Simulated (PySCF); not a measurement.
## Where the electron goes

C7H13NSi.
Cartesian coordinates in Å at the PBE0-D3(BJ)/def2-SVP level; atoms count from 1:
```xyz
22
C7H13NSi angstrom
C     -0.190    3.423   -0.042
C     -0.104    2.216    0.040
C      0.021    0.765    0.109
C      1.475    0.283   -0.096
Si     1.255   -1.571   -0.385
N      1.495   -2.464    1.089
C     -0.589   -1.479   -0.788
C     -0.886    0.028   -0.911
C     -2.359    0.365   -0.754
H     -0.268    4.492   -0.105
H     -0.306    0.447    1.118
H      1.894    0.761   -0.997
H      2.120    0.558    0.750
H      2.087   -2.052   -1.540
H      2.426   -2.476    1.496
H      1.095   -3.396    1.147
H     -0.905   -2.030   -1.686
H     -1.153   -1.898    0.066
H     -0.556    0.363   -1.912
H     -2.722    0.061    0.242
H     -2.965   -0.162   -1.506
H     -2.537    1.445   -0.865
```

Method: TDDFT PBE0/def2-SVPD, vertical, gas phase, core orbitals frozen in the response in PySCF.

Frontier orbitals with the atoms that hold most of them (Löwdin shares over 4%, at most four atoms; ? is withheld):

```
orbital  ε (eV)                              atoms
 LUMO+2    0.96    Si5 16%, C1 15%, C2 10%, H14 8%
 LUMO+1    0.79      Si5 12%, C1 10%, C9 9%, C7 9%
   LUMO    0.43  Si5 28%, H15 15%, H16 15%, N6 14%
   HOMO   -7.25                                  ?
 HOMO-1   -7.49                                  ?
 HOMO-2   -7.63      C1 29%, C2 27%, N6 17%, C3 6%
 HOMO-3   -8.29     C7 30%, Si5 18%, C4 10%, C8 6%
```

(1) Which atoms hold the HOMO-1, and with what shares?

(2) Give the leading atoms of the HOMO.

(3) The HOMO–LUMO gap is 7.68 eV. Where does the response calculation put the lowest singlet, and from which orbitals?

Results:

(1) C1 (bonded to C and H) 33%; C2 (bonded to 2 C) 30%; C3 (bonded to 3 C and H) 6%; N6 (bonded to Si and 2 H) 5%. By element: carbon 69% or more, nitrogen 5%.

(2) N6 (bonded to Si and 2 H) 36%; C1 (bonded to C and H) 13%; Si5 (bonded to 2 C, N and H) 11%; C2 (bonded to 2 C) 11%. By element: nitrogen 36%, carbon 24% or more, silicon 11%.

(3) S1 is at 6.38 eV (f = 0.023), 1.31 eV below the gap, made of HOMO→LUMO (81%), HOMO-2→LUMO (11%). Without the coupling terms of the response equations the lowest excitation would equal the gap.

Next come S2 at 6.49 eV (f 0.0006), HOMO→LUMO+3 (19%), HOMO-2→LUMO+3 (17%), HOMO-1→LUMO+2 (12%); S3 at 6.71 eV (f 0.0087), HOMO→LUMO+2 (15%), HOMO-1→LUMO+3 (14%), HOMO-2→LUMO+3 (13%); S4 at 6.74 eV (f 0.0023), HOMO-1→LUMO+3 (13%), HOMO-1→LUMO+2 (11%), HOMO→LUMO+3 (10%); S5 at 7.03 eV (f 0.012), HOMO→LUMO+1 (40%), HOMO→LUMO+2 (19%), HOMO-2→LUMO+2 (10%).

Löwdin shares depend on the basis, the more so with diffuse functions.

Hardware: Arm Neoverse V2, one thread (shared host). Cost: 7.8 min wall (with the writing of density and orbital grids), 1.2 GiB resident at most.

One conformer stands for the species.
